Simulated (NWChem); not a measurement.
System: C4H9O, doublet; SMILES C([O])CCC

Here is an NWChem input.

```
start job
memory heap 200 mb stack 900 mb global 1100 mb
geometry units angstroms noautosym nocenter noautoz
  C     -0.196790    -2.352579     0.170117
  C     -0.358171    -0.919850    -0.334996
  C      0.705970     0.044420     0.194913
  C      0.433713     1.501670    -0.202471
  O     -0.751016     2.024370     0.165593
  H      0.783611    -2.781066    -0.126867
  H     -0.252448    -2.396898     1.277975
  H     -0.986984    -3.019018    -0.230609
  H     -1.351872    -0.516156    -0.043565
  H     -0.340407    -0.907391    -1.448343
  H      0.737931    -0.008033     1.306046
  H      1.718878    -0.247379    -0.161616
  H      1.283320     2.187246     0.091992
  H      0.477648     1.605749    -1.333077
end
basis spherical
  C library def2-svp
  O library def2-svp
  H library def2-svp
end
dft
  odft
  mult 2
  xc pbe0
  iterations 150
end
property
  efieldgrad
end
task dft property
```

Parts of the log:

```
             Northwest Computational Chemistry Package (NWChem) 7.3.0
             --------------------------------------------------------

                             Geometry "geometry" -> ""
                             -------------------------

 Output coordinates in angstroms (scale by  1.889725989 to convert to a.u.)

  No.       Tag          Charge          X              Y              Z
 ---- ---------------- ---------- -------------- -------------- --------------
    1 C                    6.0000    -0.19679000    -2.35257900     0.17011700
    2 C                    6.0000    -0.35817100    -0.91985000    -0.33499600
    3 C                    6.0000     0.70597000     0.04442000     0.19491300
    4 C                    6.0000     0.43371300     1.50167000    -0.20247100
    5 O                    8.0000    -0.75101600     2.02437000     0.16559300
    6 H                    1.0000     0.78361100    -2.78106600    -0.12686700
    7 H                    1.0000    -0.25244800    -2.39689800     1.27797500
    8 H                    1.0000    -0.98698400    -3.01901800    -0.23060900
    9 H                    1.0000    -1.35187200    -0.51615600    -0.04356500
   10 H                    1.0000    -0.34040700    -0.90739100    -1.44834300
   11 H                    1.0000     0.73793100    -0.00803300     1.30604600
   12 H                    1.0000     1.71887800    -0.24737900    -0.16161600
   13 H                    1.0000     1.28332000     2.18724600     0.09199200
   14 H                    1.0000     0.47764800     1.60574900    -1.33307700

 Effective nuclear repulsion energy (a.u.)     177.5577686978

                              NWChem Property Module
                              ----------------------

  itol2e modified to match energy
  convergence criterion.

                                 NWChem DFT Module
                                 -----------------

 Summary of "ao basis" -> "ao basis" (spherical)
 ------------------------------------------------------------------------------
       Tag                 Description            Shells   Functions and Types
 ---------------- ------------------------------  ------  ---------------------
 C                          def2-svp                 6       14   3s2p1d
 O                          def2-svp                 6       14   3s2p1d
 H                          def2-svp                 3        5   2s1p

  itol2e modified to match energy
  convergence criterion.

[...]

          -----------------------
          Electric field gradient
          -----------------------

 1 a.u. = 0.324123 10**(16) esu/cm**3  ( or statvolts/cm**2 ) = 0.97174 10**(22) v/m**2

 ------------------------------------------------------------
   Atom      X         Y         Z
 ------------------------------------------------------------
    1 C   -0.37188  -4.44573   0.32147
 ------------------------------------------------------------

 Electric field gradient in molecular frame (a.u.)
         XX             YY             ZZ             XY             XZ             YZ
 ------------------------------------------------------------------------------------------
        0.008620      -0.013695       0.005075       0.008514      -0.000770       0.013443

 Principal components (a.u.) and orientation
 of principal axis w.r.t. absolute frame                      Asymmetry parameter eta
 --------------------------------------------------------------------------------------
       -0.022719       0.014600       0.008119                       0.285281

       -0.246764       0.605890       0.756310
        0.869694       0.482733      -0.102965
       -0.427482       0.632350      -0.646059

 ------------------------------------------------------------
   Atom      X         Y         Z
 ------------------------------------------------------------
    2 C   -0.67685  -1.73826  -0.63305
 ------------------------------------------------------------

 Electric field gradient in molecular frame (a.u.)
         XX             YY             ZZ             XY             XZ             YZ
 ------------------------------------------------------------------------------------------
        0.016729      -0.015425      -0.001304      -0.020705      -0.027968       0.004750

 Principal components (a.u.) and orientation
 of principal axis w.r.t. absolute frame                      Asymmetry parameter eta
 --------------------------------------------------------------------------------------
        0.043673      -0.029757      -0.013916                       0.362697

        0.789446       0.575485       0.213526
       -0.318750       0.681630      -0.658618
       -0.524570       0.451882       0.721546

 ------------------------------------------------------------
   Atom      X         Y         Z
 ------------------------------------------------------------
    3 C    1.33409   0.08394   0.36833
 ------------------------------------------------------------

 Electric field gradient in molecular frame (a.u.)
         XX             YY             ZZ             XY             XZ             YZ
 ------------------------------------------------------------------------------------------
       -0.005559      -0.001330       0.006889       0.013055      -0.007550       0.008512

 Principal components (a.u.) and orientation
 of principal axis w.r.t. absolute frame                      Asymmetry parameter eta
 --------------------------------------------------------------------------------------
       -0.021202       0.012283       0.008919                       0.158647

        0.693985       0.092536       0.714019
       -0.615774       0.590196       0.522007
        0.373106       0.801939      -0.466568

 ------------------------------------------------------------
   Atom      X         Y         Z
 ------------------------------------------------------------
    4 C    0.81960   2.83774  -0.38261
 ------------------------------------------------------------

[...]
```

Level: PBE0/def2-SVP, spin-unrestricted. The geometry was optimised at PBE-D3(BJ)/def2-SVP, spin-unrestricted. No stability test was run on the SCF state. NWChem prints the field gradient with the sign opposite to the second derivative of the potential.
